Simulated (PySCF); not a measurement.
Mapped SMILES: `[CH3:1][CH2:2][CH2:3][O:4][C:5](=[O:6])[C:7](=[O:8])[O:9][CH2:10][CH3:11]`; H(Xn) means a hydrogen on atom n.

PySCF 2.14.0 with density-fitted response routines calculation with coordinates at the GFN2-xTB level and σ from GIAO-PBE0/pcSseg-1; non-relativistic, one averaged value for each set of equivalent atoms, in vacuum, a single conformation.

Task: List the cross peaks expected in HSQC, COSY and HMBC spectra.

Result: 

HSQC (one-bond C–H):
```tsv
δH	δC
4.57 (H(C10))	64.7 (C10)
4.14 (H(C3))	71.9 (C3)
1.90 (H(C2))	25.6 (C2)
1.34 (H(C11))	16.2 (C11)
1.04 (H(C1))	11.1 (C1)
```

COSY cross peaks (H two or three bonds apart, from the bond graph; peaks can be absent where the dihedral angle is near 90°):
```tsv
δH	δH
4.57 (H(C10))	1.34 (H(C11))
4.14 (H(C3))	1.90 (H(C2))
1.90 (H(C2))	1.04 (H(C1))
```

HMBC (two and three bonds, from the bond graph):
```tsv
δH	δC
4.57 (H(C10))	164.4 (C7), 16.2 (C11)
4.14 (H(C3))	164.4 (C5), 25.6 (C2), 11.1 (C1)
1.90 (H(C2))	71.9 (C3), 11.1 (C1)
1.34 (H(C11))	64.7 (C10)
1.04 (H(C1))	71.9 (C3), 25.6 (C2)
```

References, each an isolated molecule treated in the same way: 1H and 13C vs TMS.

Short H···H contacts in this conformer between protons four or more bonds apart (candidates for NOE cross peaks, intensity ∝ r⁻⁶): H(C1)···H(C3) 2.58 Å.

Shifts are as computed. Against solution values, carbons near 30 ppm lie about +3 ppm off and those near 130 ppm about +5 ppm. Of 1211 compounds with measured shifts, 218 miss one by over three times the rms of a fit or turn the order of signals round; such compounds aren't used in these exercises.
